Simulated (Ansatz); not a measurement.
Ansatz results at the PBE0-D4/def2-TZVP geometry: size of the dipole moment (B3LYP/def2-TZVPP) 2.20 D; HOMO–LUMO gap (PBE0/def2-TZVPP) 8.02 eV; HOMO–LUMO gap (ωB97M-V/def2-TZVPP) 11.91 eV.

Each molecule was computed in one conformer, which needn't be the lowest.

Q: Which molecule gave them?
A. `CC[O][Al]([Cl])[Cl]`
B. `C[CH2][Al]([CH2]C)[CH2]C`
C. `C[CH2][Al]([F])[Br]`
D. `[OH][Al]([F])[O][SiH3]`

A: D. The others give `C[CH2][Al]([CH2]C)[CH2]C`: 0.00, 6.52, 10.24; `C[CH2][Al]([F])[Br]`: 2.23, 7.62, 11.42; `CC[O][Al]([Cl])[Cl]`: 1.88, 7.78, 11.86.

B3LYP here is the variant with VWN-RPA as its local correlation; programs differ in this.
